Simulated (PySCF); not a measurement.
SMILES CC(C)([CH2][GeH3])C, GFN2-xTB optimised geometry.

```
20

C      1.37     0.73     0.00
C     -0.16     0.73     0.00
C     -0.66     2.18     0.00
C     -0.67     0.02    -1.25
C     -0.68     0.03     1.25
Ge    -0.40    -1.92     1.41
H      1.75    -0.29     0.01
H      1.75     1.23    -0.89
H      1.75     1.25     0.88
H     -0.33     2.70     0.90
H     -0.27     2.71    -0.86
H     -1.75     2.21    -0.04
H     -0.37     0.56    -2.15
H     -1.75    -0.06    -1.23
H     -0.25    -0.99    -1.31
H     -0.24     0.50     2.14
H     -1.76     0.19     1.33
H     -0.78    -2.37     2.78
H      1.02    -2.36     1.20
H     -1.24    -2.71     0.45
```

Density from CAM-B3LYP/def2-SVP (PySCF) at that geometry.

Minimum of the electron density along straight lines between bonded atoms, close to the bond critical point (lines longer than 1.1 times the sum of covalent radii, or with two minima, are not listed):

```json
[
 {"bond": "C1–C2", "length / Å": "1.528", "ρ at the minimum / e bohr⁻³": "0.248", "∇²ρ there / e bohr⁻⁵": "-0.58", "position (fraction from the first atom)": "0.50"},
 {"bond": "C2–C3", "length / Å": "1.533", "ρ at the minimum / e bohr⁻³": "0.245", "∇²ρ there / e bohr⁻⁵": "-0.57", "position (fraction from the first atom)": "0.50"},
 {"bond": "C2–C4", "length / Å": "1.527", "ρ at the minimum / e bohr⁻³": "0.248", "∇²ρ there / e bohr⁻⁵": "-0.58", "position (fraction from the first atom)": "0.50"},
 {"bond": "C2–C5", "length / Å": "1.531", "ρ at the minimum / e bohr⁻³": "0.244", "∇²ρ there / e bohr⁻⁵": "-0.55", "position (fraction from the first atom)": "0.49"},
 {"bond": "C5–Ge6", "length / Å": "1.974", "ρ at the minimum / e bohr⁻³": "…", "∇²ρ there / e bohr⁻⁵": "…", "position (fraction from the first atom)": "0.53"},
 {"bond": "C1–H7", "length / Å": "1.089", "ρ at the minimum / e bohr⁻³": "0.277", "∇²ρ there / e bohr⁻⁵": "-1.02", "position (fraction from the first atom)": "0.63"},
 {"bond": "C1–H8", "length / Å": "1.088", "ρ at the minimum / e bohr⁻³": "0.276", "∇²ρ there / e bohr⁻⁵": "-1.02", "position (fraction from the first atom)": "0.63"},
 {"bond": "C1–H9", "length / Å": "1.088", "ρ at the minimum / e bohr⁻³": "0.276", "∇²ρ there / e bohr⁻⁵": "-1.02", "position (fraction from the first atom)": "0.63"},
 {"bond": "C3–H10", "length / Å": "1.088", "ρ at the minimum / e bohr⁻³": "0.276", "∇²ρ there / e bohr⁻⁵": "-1.02", "position (fraction from the first atom)": "0.63"},
 {"bond": "C3–H11", "length / Å": "1.088", "ρ at the minimum / e bohr⁻³": "0.276", "∇²ρ there / e bohr⁻⁵": "-1.02", "position (fraction from the first atom)": "0.63"},
 {"bond": "C3–H12", "length / Å": "1.088", "ρ at the minimum / e bohr⁻³": "0.276", "∇²ρ there / e bohr⁻⁵": "-1.02", "position (fraction from the first atom)": "0.63"},
 {"bond": "C4–H13", "length / Å": "1.088", "ρ at the minimum / e bohr⁻³": "0.277", "∇²ρ there / e bohr⁻⁵": "-1.02", "position (fraction from the first atom)": "0.63"},
 {"bond": "C4–H14", "length / Å": "1.089", "ρ at the minimum / e bohr⁻³": "0.276", "∇²ρ there / e bohr⁻⁵": "-1.02", "position (fraction from the first atom)": "0.63"},
 {"bond": "C4–H15", "length / Å": "1.090", "ρ at the minimum / e bohr⁻³": "0.275", "∇²ρ there / e bohr⁻⁵": "-1.01", "position (fraction from the first atom)": "0.62"},
 {"bond": "C5–H16", "length / Å": "1.093", "ρ at the minimum / e bohr⁻³": "0.273", "∇²ρ there / e bohr⁻⁵": "-0.98", "position (fraction from the first atom)": "0.62"},
 {"bond": "C5–H17", "length / Å": "1.094", "ρ at the minimum / e bohr⁻³": "0.272", "∇²ρ there / e bohr⁻⁵": "-0.97", "position (fraction from the first atom)": "0.62"},
 {"bond": "Ge6–H18", "length / Å": "1.498", "ρ at the minimum / e bohr⁻³": "0.141", "∇²ρ there / e bohr⁻⁵": "0.09", "position (fraction from the first atom)": "0.59"},
 {"bond": "Ge6–H19", "length / Å": "1.497", "ρ at the minimum / e bohr⁻³": "0.141", "∇²ρ there / e bohr⁻⁵": "0.08", "position (fraction from the first atom)": "0.59"},
 {"bond": "Ge6–H20", "length / Å": "1.496", "ρ at the minimum / e bohr⁻³": "0.142", "∇²ρ there / e bohr⁻⁵": "0.09", "position (fraction from the first atom)": "0.59"}
]
```

Q: Fill in the missing entries.

A: 
- C5–Ge6, ρ at the minimum / e bohr⁻³: 0.126
- C5–Ge6, ∇²ρ there / e bohr⁻⁵: 0.02
